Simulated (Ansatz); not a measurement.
Start from `CNB(C)C` and change one atom or group to get `CB(C)C=O`.

Ansatz, PBE0-D4/def2-TZVP geometries, multiplicity 1. Each molecule was computed in one conformer, which needn't be the lowest.

```tsv
property	`CNB(C)C`
HOMO–LUMO gap (PBE0/def2-TZVPP) / eV	8.25
HOMO–LUMO gap (B3LYP/def2-TZVPP) / eV	7.71
size of the dipole moment (B3LYP/def2-TZVPP) / D	1.34
HOMO–LUMO gap (PBE/def2-TZVPP) / eV	6.20
LUMO energy (ωB97M-V/def2-TZVPP) / eV	2.12
LUMO energy (B3LYP/def2-TZVPP) / eV	0.57
```

(1) What does the change do to each property? (Best estimate.)

Answers

(1) The calculation gave: 
```json
{"property": "HOMO–LUMO gap (PBE0/def2-TZVPP) / eV", "`CB(C)C=O`": "5.72", "shift": "-2.53"}
{"property": "HOMO–LUMO gap (B3LYP/def2-TZVPP) / eV", "`CB(C)C=O`": "5.27", "shift": "-2.44"}
{"property": "size of the dipole moment (B3LYP/def2-TZVPP) / D", "`CB(C)C=O`": "2.86", "shift": "1.52"}
{"property": "HOMO–LUMO gap (PBE/def2-TZVPP) / eV", "`CB(C)C=O`": "3.11", "shift": "-3.09"}
{"property": "LUMO energy (ωB97M-V/def2-TZVPP) / eV", "`CB(C)C=O`": "1.02", "shift": "-1.10"}
{"property": "LUMO energy (B3LYP/def2-TZVPP) / eV", "`CB(C)C=O`": "-1.29", "shift": "-1.86"}
```

With PBE0 the HOMO rises by 0.60 eV and the LUMO falls by 1.93 eV, so the gap narrows by about 2.53 eV. PBE moves the HOMO by 0.83 eV and ωB97M-V by 0.56 eV. Dipoles are sizes alone; their direction can turn.

B3LYP here is the variant with VWN-RPA as its local correlation; programs differ in this.
